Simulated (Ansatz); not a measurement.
Reaction (formal loss of a carbene): `C#[C][GaH][CH3]` → `C#[C][GaH2]` + `[CH2]` (triplet)

Program: Ansatz. Geometries: PBE0-D4/def2-TZVP. ΔE: electronic, gas phase. CCSD(T)/CBS is the MP2 limit (def2-TZVPP, def2-QZVPP) plus CCSD(T) − MP2 in def2-TZVPP, frozen cores. This one scheme is used for every species. DFT in def2-TZVPP. Triplets are unrestricted, without spin–orbit coupling. For Ga outer-core shells are correlated without core-valence functions, which leaves a few kJ/mol of doubt a bond. Scalar relativity is left out up to krypton.

```json
{"level": "B2PLYP", "ΔE (eV)": "4.81"}
{"level": "PBE0", "ΔE (eV)": "4.81"}
{"level": "MP2/def2-SVP", "ΔE (eV)": "4.74"}
{"level": "HF/CBS(def2)", "ΔE (eV)": "3.30"}
```

What does CCSD(T)/CBS give? (Best estimate.)

The calculation gave: +4.93 eV. The listed levels differ from it by -0.12, -0.12, -0.19, -1.63 eV.

What do rigid-rotor, harmonic-oscillator terms from PBE0-D4/def2-TZVP frequencies (298.15 K, 1 bar) make of the CCSD(T)/CBS value? (An estimate is asked.)

The calculation gave: ΔZPE = -0.32 eV, ΔH = +4.66 eV, ΔS = 133 J/(mol·K), ΔG = +4.25 eV. Open shells count their whole term as degenerate. Modes under 50 cm⁻¹ make the entropy rough.

Largest T1 diagnostic among the species: 0.014.

The D4 term adds +0.09 eV with B3LYP and +0.05 eV with PBE0; it sums over pairs of atoms, weighted by their polarisabilities, and B3LYP, whose exchange is more repulsive, gets the larger term. At CCSD(T), def2-SVP lies −0.33 eV from the extrapolated value and def2-TZVPP −0.14 eV.

B3LYP here is the variant with VWN-RPA as its local correlation; programs differ in this.
